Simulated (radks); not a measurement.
Results of a calculation; reference values are marked as such.
Problem. The rubidium ion Rb4+, 33 electrons, occupied as [Ar] 3d10 4s2 4p2.5 5s0.5 (fractional occupations, a model configuration). Level of theory: Dirac Kohn-Sham, PBE, spin-unpolarised, spherical densities, finite nucleus; open shells fill j = l - 1/2 first; Fermi nuclear charge, rms radius 4.2036 fm (a radial shooting solver on a logarithmic mesh with Libxc functionals).

Spin-orbit splittings of the eigenvalues, e(l+1/2) - e(l-1/2), with zeta = 2 splitting/(2l+1) and mean radii in bohr:

| shell | occ. | splitting (eV) | zeta (eV) | <r> j=l-1/2 | <r> j=l+1/2 |
|---|---|---|---|---|---|
| 2p | 6 | 60.81 | 40.54 | 0.1522 | 0.1563 |
| 3p | 6 | 9.160 | 6.107 | 0.5107 | 0.5211 |
| 3d | 10 | ? | ? | 0.5200 | 0.5237 |
| 4p | 2.5 | 1.214 | 0.8096 | 1.486 | 1.509 |
| 4d | 0 | 0.1404 | 0.05617 | 1.948 | 1.955 |
| 4f | 0 | 0.002044 | 0.0005840 | 3.170 | 3.170 |
| 5p | 0 | 0.3056 | 0.2038 | 3.298 | 3.335 |

Estimate the 3d splitting.

Solution. 1.563 eV (zeta = 0.6251 eV).
